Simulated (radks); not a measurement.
Values are calculated unless marked as measured or tabulated.
Valence configurations of the selenium ion Se3+ (all share [Ar]). Level of theory: scalar-relativistic Kohn-Sham, PBE, spin-polarised, spherical densities, finite nucleus; open shells are filled with parallel spins first; Fermi nuclear charge, rms radius 4.14 fm (a radial shooting solver on a logarithmic mesh with Libxc functionals). Energies are relative to 3d10 4s2 4p1; eigenvalues in eV for spin up.

[
 {"valence": "3d10 4s2 4p1", "E (eV)": "0.000", "moment (Bohr magnetons)": "1", "e(3d)": "-89.491", "e(4p)": "-37.024", "e(4s)": "-49.922"},
 {"valence": "3d10 4s1.5 4p1.5", "E (eV)": "5.474", "moment (Bohr magnetons)": "2", "e(3d)": "-90.261", "e(4p)": "-37.872", "e(4s)": "-50.857"},
 {"valence": "3d10 4s1 4p2", "E (eV)": "10.367", "moment (Bohr magnetons)": "3", "e(3d)": "-90.974", "e(4p)": "-38.602", "e(4s)": "-51.687"},
 {"valence": "3d10 4p3", "E (eV)": "23.482", "moment (Bohr magnetons)": "3", "e(3d)": "-92.424", "e(4p)": "-39.287", "e(4s)": "-"},
 {"valence": "3d9.5 4s2 4p1.5", "E (eV)": "27.187", "moment (Bohr magnetons)": "2", "e(3d)": "-96.246", "e(4p)": "-38.734", "e(4s)": "-52.046"},
 {"valence": "3d9 4s1.5 4p2.5", "E (eV)": "61.702", "moment (Bohr magnetons)": "4", "e(3d)": "-103.78", "e(4p)": "-41.075", "e(4s)": "-54.879"},
 {"valence": "3d9 4s1 4p3", "E (eV)": "66.349", "moment (Bohr magnetons)": "5", "e(3d)": "-104.40", "e(4p)": "-41.695", "e(4s)": "-55.591"},
 {"valence": "3d9 4p4", "E (eV)": "84.093", "moment (Bohr magnetons)": "3", "e(3d)": "-105.95", "e(4p)": "-41.675", "e(4s)": "-"},
 {"valence": "3d8.5 4s2 4p2.5", "E (eV)": "88.022", "moment (Bohr magnetons)": "4", "e(3d)": "-110.10", "e(4p)": "-41.958", "e(4s)": "-56.076"},
 {"valence": "3d8 4s2 4p3", "E (eV)": "121.78", "moment (Bohr magnetons)": "5", "e(3d)": "-117.21", "e(4p)": "-43.501", "e(4s)": "-58.007"}
]

NIST lists [Ar] 3d10 4s2 4p1 as the ground configuration; this level of theory agrees among the configurations tried. The energies are those of spherical high-spin densities, not of single terms.
